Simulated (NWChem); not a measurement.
Species: As, quartet

Computed with NWChem. Spin-unrestricted. No stability test was run on the SCF state.

Question: Predict the results for PBE/3-21G. Quantities: highest occupied level (eV); lowest empty minus highest occupied level, either spin (eV); <S²>.

Answer: 
```yaml
highest occupied level (eV): -5.60
lowest empty minus highest occupied level, either spin (eV): 2.37
"<S²>": 3.75
```
